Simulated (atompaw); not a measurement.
u(r) = r·R(r): atom against pseudo-atom (terbium)

Columns: radius, all-electron u(r) and pseudo u(r) of the 5s shell (level -51.41 eV) of terbium in the configuration [Kr] 4d10 4f8 5s2 5p6 5d1 6s2 6p0; LDA (PW92), scalar-relativistic, PAW (atompaw) scheme, atompaw 4.2.0.5.

```
r (bohr)  all-electron  pseudo
   0.094       -0.0826  0.1846
   0.188        0.3732  0.3635
   0.283       -0.0750  0.5328
   0.377       -0.4944  0.6842
   0.471       -0.5286  0.8158
   0.565       -0.2811  0.9247
   0.660        0.0764  1.0102
   0.754        0.4170  1.0700
   0.848        0.6892  1.1061
   0.942        0.8776  1.1198
   1.037        0.9887  1.1132
   1.131        1.0340  1.0889
   1.225        1.0309  1.0494
   1.319        0.9935  0.9972
   1.413        0.9338  0.9340
   1.508        0.8604  0.8604
   1.602        0.7817  0.7817
   1.696        0.7018  0.7018
   1.790        0.6240  0.6240
   1.885        0.5498  0.5498
   1.979        0.4819  0.4819
   2.073        0.4200  0.4200
   2.167        0.3644  0.3644
   2.262        0.3144  0.3144
   2.356        0.2708  0.2708
   2.450        0.2326  0.2326
```

Q: How many radial nodes do the two functions have?

A: The all-electron 5s function has n − l − 1 = 4 (the table is too coarse to show those close to the nucleus); the pseudo-wave has 0, since the states of the same l below it are removed with the core.

Q: At about which radius was the pseudo-wave matched?

A: 1.45 bohr, where the columns begin to agree (steps of 0.09 bohr).

Q: Is the pseudo-wave norm-conserving?

A: No, it belongs to a PAW set: the norm inside the radius is not constrained, and the difference is carried by the augmentation charge.
